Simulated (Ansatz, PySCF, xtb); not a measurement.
Torsion H4–C1–Al2–As3 in CH6AlAs (SMILES [CH3][AlH][AsH2]); at each angle all else is relaxed with GFN2-xTB, and the levels are single points there.
Geometry at 0° (charge 0, multiplicity 1):
| atom | x (Å) | y (Å) | z (Å) |
|---|---|---|---|
| C | -1.5303 | 0.1088 | -0.1645 |
| Al | -0.2216 | -0.1048 | 1.3211 |
| As | -0.2904 | -1.8652 | 2.9682 |
| H | -2.3126 | -0.6632 | -0.1765 |
| H | -2.0486 | 1.0752 | -0.1244 |
| H | -1.0473 | 0.0766 | -1.1493 |
| H | 0.8868 | 0.9963 | 1.3310 |
| H | -1.7624 | -1.4854 | 2.9650 |
| H | -0.5574 | -2.6949 | 1.7227 |

On the grid 0° to 120°, 60° is the highest and 0° the lowest point at MP2/CBS(def2-TZVPP, def2-QZVPP) + ΔCCSD(T)/def2-TZVPP.

Frozen-core correlation. Filled d and f shells under p-block atoms count as core.

Run with Ansatz (Gaussian orbitals); PySCF for the dispersion terms; xtb for the GFN methods. 

Problem. What is the computed energy at 60° less that at 0° (GFN1-xTB)?

Solution. 0.6 kcal/mol

Ansatz is an electronic-structure program.
